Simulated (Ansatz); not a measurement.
Stepwise reaction of `C[O][W]([OH])([OH])([Cl])([Cl])[O]C` with hydrogen chloride, as a gas-phase model of exchange steps in deposition or etching. ΔE in kJ/mol.

Isolated molecules relaxed with PBE0-D4/def2-TZVP in Ansatz; ΔE leaves out vibrations. CCSD(T)/CBS is the MP2 limit (def2-TZVPP, def2-QZVPP) plus CCSD(T) − MP2 in def2-TZVPP, frozen cores. This one scheme is used for every species. Functionals use def2-TZVPP. B3LYP here is the variant with VWN-RPA as its local correlation; programs differ in this. def2 core potentials past Kr. For W outer-core shells are correlated without core-valence functions, which leaves a few kJ/mol of doubt a bond. Each species was taken in one conformer, which may not be the lowest.

```csv
step,reaction,PBE-D4,B3LYP-D4,ωB97M-V,CCSD(T)/CBS
1,`C[O][W]([OH])([OH])([Cl])([Cl])[O]C` + HCl → `C[O][W]([OH])([Cl])([Cl])([Cl])[O]C` + H₂O,-12.0,-8.0,0.9,-7.7
2,`C[O][W]([OH])([Cl])([Cl])([Cl])[O]C` + HCl → `C[O][W]([Cl])([Cl])([Cl])([Cl])[O]C` + H₂O,-15.5,-10.4,-1.2,-11.3
```

(1) By hand: ΔE of the 2 steps together at CCSD(T)/CBS.

## Answers

(1) (-7.7) + (-11.3) = -19.0 kJ/mol, or -9.5 kJ/mol a step.

In ΔE the steps differ by no more than 3.6 kJ/mol. All are downhill at CCSD(T)/CBS. PBE-D4 differs from CCSD(T)/CBS by -4.3 to -4.2 kJ/mol a step. Only this route is followed, and other bonds may react first. Isolated molecules leave out the surface, adducts and barriers. Largest T1 diagnostic: 0.022.
